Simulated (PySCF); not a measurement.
## Calculated NMR parameters of ClB(Cl)[C@@H]1CBCCC1

```
Formula                               : C5H10B2Cl2
SMILES                                : ClB(Cl)[C@@H]1CBCCC1
InChI                                 : InChI=1S/C5H10B2Cl2/c8-7(9)5-2-1-3-6-4-5/h5-6H,1-4H2/t5-/m0/s1
Point group of the computed structure : C1
Carbon signals                        : 5
Proton signals                        : 10
```

Structure with atom numbers: `[Cl:1][B:2]([Cl:3])[C@@H:4]1[CH2:5][BH:6][CH2:7][CH2:8][CH2:9]1`; H(Xn) means a hydrogen on atom n. Ha(C5), Ha(C7), Ha(C8), Ha(C9) are cis to B2 on the ring; Hb(C5), Hb(C7), Hb(C8), Hb(C9) are trans to B2 on the ring.

All values are calculated (PySCF 2.14.0 with density-fitted response routines): PBE0/pcSseg-1 with gauge-including orbitals, coordinates at the PBE0-D3(BJ)/def2-SVP level. One conformer, in vacuum, one averaged value for each set of equivalent atoms, no relativistic terms.

Scale: TMS for 1H and 13C; 11B vs BF3·OEt2 (reference shieldings calculated alike).

```tsv
carbon	δC, type	δH (multiplicity)	HMBC from (2–3 bonds)	span of the C tensor (ppm)
C4	38.0, CH	2.01 (m)	H(B6), Ha(C5), Ha(C9), Hb(C9), Hb(C8), Ha(C8), Hb(C5)	37
C5	31.2, CH2	Ha(C5) 2.03 (m); Hb(C5) 0.78 (m)	H(B6), Ha(C7), H(C4), Ha(C9), Hb(C9), Hb(C7)	52
C7	29.5, CH2	Ha(C7) 2.11 (m); Hb(C7) 0.62 (m)	H(B6), Ha(C5), Ha(C9), Hb(C9), Hb(C8), Ha(C8), Hb(C5)	50
C8	25.0, CH2	Hb(C8) 1.68 (m); Ha(C8) 1.24 (m)	H(B6), Ha(C7), H(C4), Ha(C9), Hb(C9), Hb(C7)	10
C9	33.5, CH2	Hb(C9) 1.72 (m); Ha(C9) 2.00 (m)	Ha(C7), Ha(C5), H(C4), Hb(C8), Ha(C8), Hb(C5), Hb(C7)	18
```

Other nuclei:
```tsv
atoms	nucleus	environment	δ (ppm)	σ (ppm)
H(B6)	1H	hydrogen on a boron bonded to 2 C, in a 6-membered ring	7.66	23.61
B6	11B	boron bonded to 2 C, H, in a 6-membered ring	83.6	17.1
B2	11B	boron bonded to C, 2 Cl	68.9	31.8
```

- δC 33.5, 25.0: sp3 CH2 in a ring; aliphatic region, no heteroatom directly attached.
- δC 31.2, 29.5: sp3 CH2 bonded to B.
- δH 7.66: hydrogen on a boron bonded to 2 C, in a 6-membered ring.
- δH 2.01: hydrogen on an sp3 CH bonded to B.
- δH 2.00, 1.72, 1.68, 1.24: hydrogen on an sp3 CH2 in a ring.

Hydrogens on boron are broadened and split by 11B (spin 3/2, 80 %) and 10B (spin 3). A carbon bonded to boron is broadened by the quadrupolar boron nucleus and is often missing from a measured spectrum. Shifts are as computed. Against solution values, carbons near 30 ppm lie about +2 ppm off and those near 130 ppm about +5 ppm. Of 1211 compounds with measured shifts, 218 miss one by over three times the rms of a fit or turn the order of signals round; such compounds aren't used in these exercises. Multiplicities follow the n + 1 count of equivalent neighbours, as no J values were calculated; m marks all less simple cases, F and P coupling included.
